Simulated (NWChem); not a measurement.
# SiHOF, singlet; SMILES F[Si]O

```xyz
4

Si     0.6214     0.0125     0.0000
F     -0.4211    -1.2591     0.0000
O     -0.4493     1.2760     0.0000
H     -1.3979     1.0886     0.0000
```
Atoms are numbered in this order, from 1.

Computed with NWChem. Geometry optimised at PBE0/def2-SVP; all other runs use it. Pople sets run with spherical d functions. Low-valent species are run as closed-shell singlets; no triplet was tried in these runs. Vzz has the sign of the potential's second derivative.

```json
[
 {"quantity": "highest occupied level (eV)", "level": "LC-BLYP (range parameter 0.33 per bohr)/6-31G*", "value": "-9.91"},
 {"quantity": "dipole in solution (D) in N,N-dimethylformamide", "level": "M06-2X/6-31G*, SMD", "value": "1.09"},
 {"quantity": "−ε(HOMO) (eV)", "level": "r2SCAN/def2-SVPD", "value": "…"},
 {"quantity": "anisotropy (bohr³) at 589 nm", "level": "B3LYP/def2-SVPD", "value": "4.7"},
 {"quantity": "Vzz O3 (a.u.)", "level": "Hartree-Fock/cc-pVTZ", "value": "…"},
 {"quantity": "dipole (D)", "level": "PBE0/def2-SVP", "value": "…"},
 {"quantity": "highest harmonic frequency (cm⁻¹)", "level": "PBE0/def2-SVP", "value": "3856"}
]
```

Q: Complete the blanks.

A: 
- −ε(HOMO) (eV), value: 7.01
- Vzz O3 (a.u.), value: 1.333
- dipole (D), value: 0.99
